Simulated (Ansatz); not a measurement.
Cost and result up the ladder for (ClBS)3 ring (B₃S₃Cl₃) (9 atoms). The state is a singlet with charge 0. Geometry: PBE-D4/def2-SVP.

```xyz
9

B    -1.113   -1.280    0.216
Cl   -2.262   -2.602    0.438
S     0.515   -1.557    0.970
B     1.575   -0.117    0.655
Cl    3.201   -0.238    1.332
S     1.240    1.426   -0.240
B    -0.462    1.397   -0.871
Cl   -0.939    2.839   -1.770
S    -1.755    0.130   -0.730
```

Ansatz; hardware A = 2 threads of AMD EPYC 7R13 on a shared host and a share (18 GiB) of an NVIDIA H100 80GB HBM3; B = 2 threads of AMD EPYC 7R13 on a shared host. Times are rough, and most runs start from the orbitals of an earlier one. r2SCAN0-D4/def2-TZVP serves as the yardstick here, not as an exact answer. Differences are given only for rows in sets of like size (and for xTB, whose basis is part of the method), since another set adds its own error. Binding counts from free atoms at the same level (B doublet, Cl doublet, S triplet; other spins of the atoms weren't run), without zero-point energy or a counterpoise term.

LC-ωPBE has ω = 0.4 bohr⁻¹. Correlated methods freeze 33 core orbitals. The rows differ in basis, and correlated rows in double-zeta sets carry the largest basis error.

Correlated methods converge slowly with the basis, most of all in double-zeta sets.

```
                              level  functions  wall time  binding energy per atom (eV)  difference from r2SCAN0-D4/def2-TZVP (eV)
           r2SCAN0-D4/def2-TZVP [A]        315      2.6 s                          4.17                                       0.00
                PBE-D4/def2-SVP [B]        150      2.7 s                          4.45                                          –
              BLYP-D4/def2-TZVP [A]        315      2.8 s                          4.13                                      -0.05
                  MP2/def2-TZVP [A]        315      2.9 s                          4.23                                       0.05
               PBE-D4/def2-TZVP [A]        315      3.3 s                          4.38                                       0.20
              RPA@PBE/def2-TZVP [A]        315      3.6 s                          3.67                                      -0.50
             PBE0-D4/def2-TZVPD [A]        387      3.9 s                          4.27                                       0.10
               CCSD(T)/def2-SVP [A]        150      4.1 s                          3.90                                          –
               PBE0-D4/def2-SVP [B]        150      4.2 s                          4.34                                          –
              LC-ωPBE/def2-TZVP [A]        315      4.8 s                          4.12                                      -0.05
              PBE-D4/def2-TZVPD [A]        387      5.5 s                          4.37                                       0.19
             LC-ωPBE/def2-TZVPD [A]        387      5.5 s                          4.12                                      -0.06
            r2SCAN-D4/def2-TZVP [A]        315        6 s                          4.27                                       0.10
PBE0-D4/def2-TZVP (with forces) [A]        315      6.5 s                          4.27                                       0.10
```
